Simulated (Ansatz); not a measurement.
`CC1C[SiH2]1` + `O[SiH](F)[SiH3]` → `CO[SiH](F)[SiH3]` + `C1C[SiH2]1`  (substitution at a C–C bond)

Computed with Ansatz on PBE0-D4/def2-TZVP structures; ΔE is electronic, products minus reactants. CCSD(T)/CBS is the MP2 limit (def2-TZVPP, def2-QZVPP) plus CCSD(T) − MP2 in def2-TZVPP, frozen cores. DFT in def2-TZVPP. Each species was taken in one conformer, which may not be the lowest.

| level | ΔE (eV) |
| --- | --- |
| LDA (SPW92) | 0.58 |
| revPBE-D4 | 0.54 |
| r2SCANh | 0.54 |
| CCSD/def2-SVP | 0.49 |

**Question.** What does CCSD(T)/CBS give? (Estimate.)

**Answer.** Ansatz gave: +0.57 eV. The listed levels differ from it by 0.01, -0.03, -0.03, -0.08 eV.

Largest T1 diagnostic among the species: 0.013.

Leaving LDA and LC-ωPBE aside and taking each functional with its dispersion term where it has one, the values, not all of them listed here, spread over 0.10 eV, from BLYP-D4 to PBE-QIDH. LDA lies +0.05 eV from PBE without D4. At CCSD(T), def2-SVP lies −0.07 eV from the extrapolated value and def2-TZVPP −0.02 eV. In def2-TZVPP, CCSD(T) changes the Hartree–Fock value by +0.14 eV (the triples alone add +0.01 eV) and MP2 by +0.20 eV.
